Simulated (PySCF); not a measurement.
The multiplicity is imposed and other spin states were not computed.

[Zr(F)3] (charge 0, multiplicity 2)

Calculation: PySCF with TPSSh-D3(BJ)/def2-TZVP // TPSS-D3(BJ)/def2-SVP.

| Property | Result |
|---|---|
| highest occupied spin orbital | -5.36 eV |
| dipole moment | 0.00 D |
| charge on the central atom (Mulliken) | 1.39 e |
| spin population on the central atom (Mulliken) | 1.03 |
| total energy | -346.9201 Ha |
| cost | roughly 4 core-minutes |

```xyz
4

Zr    -0.0011    -0.0048    -0.0009
F      0.6855     1.6636     0.6371
F      0.5442    -1.6427     0.8248
F     -1.2315    -0.0358    -1.4662
```
Charge 0, spin multiplicity 2.
